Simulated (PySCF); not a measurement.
C4H7BO, SMILES CB1CC=CO1.

The structure is a stationary point at PBE0-D3(BJ)/def2-SVP. The structure was generated by enumeration, and PubChem lists no compound with its InChIKey, so it may never have been made. One conformer was computed; it need not be the lowest.

All values below come from PBE0-D3(BJ)/def2-SVP (PySCF).

No scaling factor is applied to the harmonic values.

| mode | ν (cm⁻¹) | IR (km/mol) | moving atoms (share of kinetic energy) |
|---|---|---|---|
| 1 | 30 | 0.5 | H 94 % |
| 2 | 188 | 0.0 | C 37 %, H 35 %, O 22 % |
| 3 | 280 | 1.0 | C 37 %, H 36 %, O 15 %, B 12 % |
| 4 | 319 | 4.8 | H 68 %, B 22 %, C 10 % |
| 5 | 501 | 16.1 | H 33 %, C 32 %, O 24 %, B 11 % |
| 6 | 557 | 0.2 | C 68 %, H 17 %, O 8 % |
| 7 | 673 | 1.4 | H 64 %, C 33 % |
| 8 | 761 | 37.8 | H 82 %, C 15 % |
| 9 | 764 | 0.9 | C 45 %, H 33 %, O 18 % |
| 10 | 828 | 0.8 | H 49 %, O 28 %, C 22 % |
| 11 | 839 | 1.0 | C 73 %, H 13 %, O 11 % |
| 12 | 922 | 10.3 | H 42 %, B 31 %, C 26 % |
| 13 | 939 | 5.9 | H 68 %, C 29 % |
| 14 | 964 | 26.4 | H 67 %, C 31 % |
| 15 | 1079 | 47.8 | C 42 %, H 33 %, O 25 % |
| 16 | 1091 | 11.1 | H 82 %, C 13 % |
| 17 | 1116 | 9.7 | H 44 %, B 30 %, C 25 % |
| 18 | 1178 | 44.3 | H 63 %, C 18 %, O 14 % |
| 19 | 1247 | 134.8 | B 36 %, H 22 %, O 22 %, C 20 % |
| 20 | 1266 | 39.0 | H 53 %, C 33 %, B 14 % |
| 21 | 1357 | 59.6 | H 62 %, C 22 %, B 14 % |
| 22 | 1377 | 44.7 | H 74 %, C 22 % |
| 23 | 1388 | 144.7 | H 45 %, B 27 %, C 24 % |
| 24 | 1434 | 6.2 | H 96 % |
| 25 | 1440 | 33.2 | H 78 %, B 12 % |
| 26 | 1699 | 27.6 | C 90 %, H 9 % |
| 27 | 3052 | 1.1 | H 96 % |
| 28 | 3055 | 6.5 | H 95 % |
| 29 | 3094 | 2.3 | H 91 %, C 9 % |
| 30 | 3134 | 4.3 | H 91 %, C 9 % |
| 31 | 3172 | 7.2 | H 91 %, C 9 % |
| 32 | 3241 | 0.0 | H 92 %, C 8 % |
| 33 | 3267 | 10.6 | H 90 %, C 10 % |
